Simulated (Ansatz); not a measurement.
```yaml
crystal:
  periodic: [false, false, false]
  atoms:
    - {symbol: N, position_ang: [-0.452860, 1.681531, 0.030771]}
    - {symbol: Si, position_ang: [-0.973009, 0.042998, -0.017283]}
    - {symbol: F, position_ang: [-1.727605, -0.500866, 1.237839]}
    - {symbol: C, position_ang: [0.581208, -0.970548, -0.310671]}
    - {symbol: O, position_ang: [1.588699, -0.474807, 0.525520]}
    - {symbol: H, position_ang: [-1.092400, 2.422835, 0.146455]}
    - {symbol: H, position_ang: [0.456262, 1.823159, 0.480013]}
    - {symbol: H, position_ang: [-1.934745, -0.097513, -1.097721]}
    - {symbol: H, position_ang: [0.797541, -0.991783, -1.375506]}
    - {symbol: H, position_ang: [0.351746, -2.020079, -0.069789]}
    - {symbol: H, position_ang: [2.340616, -0.975677, 0.428169]}
basis:
  gaussian: {orbitals: def2-SVPD}
hamiltonian: {xc: {name: RPBE}, dispersion: d3bjatm}
accuracy: high
output: {forces: true}
```

```sh
$ ansatz run in.yaml --threads 4 --pin off --events-out ev --progress --plain --max-ram 10444MiB
```

Output, abridged:

```
Functional definition: RPBE
3184 factors; integrals over basis functions are off by at most 3.8e-9 eV
mean field evaluation 1: about -15246.0335 eV, gradient 8.3e1 eV
mean field evaluation 2: about -15205.2115 eV, gradient 1.6e2 eV
mean field evaluation 4: about -15259.3007 eV, gradient 1.2e1 eV
mean field evaluation 8: about -15259.5676 eV, gradient 7.3e-1 eV
mean field evaluation 16: about -15259.5688 eV, gradient 3.9e-5 eV
mean field -15259.56875703 eV, -560.7788085135 hartree, gradient 2.8e-8 eV, S^2 0.000000; 0 other end points of the search recorded, 0 dependent functions left out
reference -15259.56876158 eV, -560.7788086807 hartree; 25, 25 occupied and 133, 133 virtual orbitals, 3184 factors
Total energy: -15260.70792381 eV, -560.8206721206 hartree
Atom 0 at    -0.452860     1.681531     0.030771 Å, force     1.212328    -1.170257     0.032999 eV/Å
Atom 1 at    -0.973009     0.042998    -0.017283 Å, force     1.847946     1.268561    -2.841728 eV/Å
Atom 2 at    -1.727605    -0.500866     1.237839 Å, force    -1.758372    -1.282431     3.236247 eV/Å
Atom 3 at     0.581208    -0.970548    -0.310671 Å, force    -1.127233    -0.577396     0.307011 eV/Å
Atom 4 at     1.588699    -0.474807     0.525520 Å, force    -2.075670     2.552716     0.768843 eV/Å
Atom 5 at    -1.092400     2.422835     0.146455 Å, force    -0.849921     1.282084     0.226089 eV/Å
Atom 6 at     0.456262     1.823159     0.480013 Å, force    -0.171067     0.241416    -0.031862 eV/Å
Atom 7 at    -1.934745    -0.097513    -1.097721 Å, force    -0.578195    -0.138831    -0.683194 eV/Å
Atom 8 at     0.797541    -0.991783    -1.375506 Å, force     0.494608     0.342594    -0.863652 eV/Å
Atom 9 at     0.351746    -2.020079    -0.069789 Å, force    -0.188380    -0.477423     0.181515 eV/Å
Atom 10 at     2.340616    -0.975677     0.428169 Å, force     3.193957    -2.041031    -0.332269 eV/Å
Dipole moment:     0.308764    -0.023772    -0.178176 e Å
```

Hardware: 4 threads of an AMD EPYC 9R45 on a shared host. Wall time 3.3 s, peak host memory 0.67 GiB.
